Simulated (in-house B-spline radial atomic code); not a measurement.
Configurations of Cu⁵⁺, with energies counted from [Ar] 3d6. Computed with a B-spline radial code for spherical atoms: non-relativistic TPSSh, spin-polarised, spherical fractional occupations, exact exchange averaged over the configuration, point nucleus. Shells without spins written out take the highest spin.

Occupations are held fixed; configurations that lie above the ionisation limit could autoionise.

```csv
configuration,E - E(ref) (eV),highest orbital,its <r> (bohr)
[Ne] 3s2 3p5 3d7,69.956,3d down,0.7704
[Ar] 3d5 4f1,72.848,4f up,2.818
[Ne] 3s2 3p5 3d6 4s1,102.02,4s up,1.737
[Ne] 3s2 3p5 3d6 4p1,113.09,4p up,1.892
```

Task: Order these further configurations by energy, lowest first.
A. [Ar] 3d5 4d1
B. [Ar] 3d5 4p1
C. [Ne] 3s2 3p5 3d6 4d1
D. [Ne] 3s2 3p5 3d6 4f1
E. [Ar] 3d5 4s1

Result: E (31.926 eV), B (42.967 eV), A (59.594 eV), C (129.78 eV), D (143.04 eV).
